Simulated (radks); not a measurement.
Values are calculated unless marked as measured or tabulated.
Q: Species: Ho2+. Configuration: [Xe] 4f11 (the NIST ground configuration). Code: a radial shooting solver on a logarithmic mesh with Libxc functionals. Model: scalar-relativistic Kohn-Sham, SCAN, spin-polarised, spherical densities, finite nucleus; open shells are filled with parallel spins first (spin-orbit coupling, left out, can overturn this in heavy ions); meta-GGA in the generalised Kohn-Sham scheme; Fermi nuclear charge, rms radius 5.2022 fm. Some entries of the table are withheld. Estimate them.

orbital,occ.,eigenvalue (hartree),<r> (bohr),r(max) (bohr)
1s down,1,-2042.548,0.02074,0.01311
1s up,1,-2042.548,0.02074,0.01311
2s up,1,-342.9336,0.08805,0.07454
2s down,1,-342.9313,0.08805,0.07454
2p up,3,-303.7197,0.07806,0.06062
2p down,3,-303.7180,0.07806,0.06062
3s up,1,-77.38403,0.2296,0.2109
3s down,1,-77.33016,0.2294,0.2109
3p up,3,-65.31691,0.2287,0.2075
3p down,3,-65.26111,0.2286,0.2075
3d up,5,-50.00373,0.2080,0.1699
3d down,5,-49.95834,0.2079,0.1698
4s up,1,-15.90840,0.5186,0.4842
4s down,1,-15.78907,0.5189,0.4841
4p up,3,-11.91804,0.5497,0.5056
4p down,3,-11.79983,0.5502,0.5056
4d up,5,-6.51708,0.5963,0.5232
4d down,5,-6.39832,0.5975,0.5232
5s up,1,-2.42132,1.269,1.126
5s down,1,-2.39752,1.283,1.135
5p up,3,-1.49701,(1),1.294
5p down,3,-1.48016,(2),1.310
4f up,7,-0.67860,(3),0.5234
4f down,4,-0.56929,(4),0.5254

A: 
(1) 5p up <r> (bohr): 1.503
(2) 5p down <r> (bohr): 1.513
(3) 4f up <r> (bohr): 0.8275
(4) 4f down <r> (bohr): 0.8596
